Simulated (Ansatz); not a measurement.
Mulliken charges of C$_{2}$H$_{3}$F$_{2}$Si (`[CH]=C[SiH](F)F`) radical from r2SCAN/def2-TZVPP in Ansatz (PBE0-D4/def2-TZVP geometry).

```
atom   x (Å)   y (Å)   z (Å)  charge (e)
  C1   0.855   0.475   1.494      -0.125
  C2   0.949   0.120   0.242      -0.220
 Si3  -0.602  -0.241  -0.692       0.838
  F4  -0.572  -1.723  -1.260      -0.310
  F5  -0.720   0.713  -1.956      -0.310
  H6   0.064   0.636   2.215       0.129
  H7   1.921   0.037  -0.246       0.096
  H8  -1.803  -0.074   0.146      -0.098
```

Q: By hand: the dipole of these point charges (1 e Å = 4.8032 D).

A: Σ q r = (-0.050, 0.118, 0.425) e Å, of length 0.444 e Å = 2.13 D.

Q: How does the dipole of the full density compare? (An estimate is asked.)

A: Ansatz gave: (0.025, 0.092, 0.318) e Å, 1.59 D; the point charges give 1.34 times that, at 11° from its direction.

Point charges leave out the atoms' own dipoles, such as those of lone pairs, and Mulliken's split depends on the basis, so the two needn't agree.
